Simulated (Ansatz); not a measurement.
A run of Ansatz (development build ahead of 0.2.0) on doublet H₁₀(+) at this shape:

```yaml
atoms:
  - { symbol: H, position_ang: [1.6026, 0.0001, -0.0015] }
  - { symbol: H, position_ang: [1.2919, 0.9399, -0.0016] }
  - { symbol: H, position_ang: [0.4972, 1.5229, 0.0001] }
  - { symbol: H, position_ang: [-0.4921, 1.5230, 0.0014] }
  - { symbol: H, position_ang: [-1.2955, 0.9390, -0.0024] }
  - { symbol: H, position_ang: [-1.5989, -0.0009, 0.0026] }
  - { symbol: H, position_ang: [-1.2940, -0.9378, 0.0013] }
  - { symbol: H, position_ang: [-0.4963, -1.5216, 0.0024] }
  - { symbol: H, position_ang: [0.4923, -1.5237, -0.0006] }
  - { symbol: H, position_ang: [1.2932, -0.9429, -0.0013] }
```

Its results:

| Item | Value |
| --- | --- |
| Converged | yes |
| Total energy | -5.03386 hartree |
| Spin squared of the determinant | 0.819 |
| Stability test | minimum |

Forces (eV/Å):
```tsv
atom	Fx	Fy	Fz
H1	0.173	-0.893	-0.001
H2	0.487	-1.261	0.000
H3	-2.921	0.981	0.003
H4	3.379	0.953	0.000
H5	-1.278	-2.269	0.005
H6	-0.204	0.900	-0.008
H7	-0.466	1.211	-0.002
H8	2.906	-0.975	-0.006
H9	-3.381	-0.961	0.008
H10	1.305	2.314	-0.001
```

Task: Which input gives this output? Name the method, the orbitals and the basis set, and write the input.

Result: UHF in def2-SVP.

```yaml
crystal:
  periodic: [false, false, false]
  atoms:
    - { symbol: H, position_ang: [1.60262, 8.0e-05, -0.00147] }
    - { symbol: H, position_ang: [1.29193, 0.9399, -0.00157] }
    - { symbol: H, position_ang: [0.49718, 1.52287, 0.0001] }
    - { symbol: H, position_ang: [-0.49211, 1.52301, 0.00137] }
    - { symbol: H, position_ang: [-1.29551, 0.93899, -0.00238] }
    - { symbol: H, position_ang: [-1.5989, -0.0009, 0.00264] }
    - { symbol: H, position_ang: [-1.29404, -0.93779, 0.00132] }
    - { symbol: H, position_ang: [-0.49626, -1.52161, 0.00238] }
    - { symbol: H, position_ang: [0.49227, -1.5237, -0.00057] }
    - { symbol: H, position_ang: [1.29316, -0.94286, -0.00126] }
basis:
  gaussian: { orbitals: def2-SVP }
total_charge: 1
magnetization:
  spin_polarized: true
  initial_magnetization: 1
hamiltonian:
  xc: hf
output:
  forces: true
```
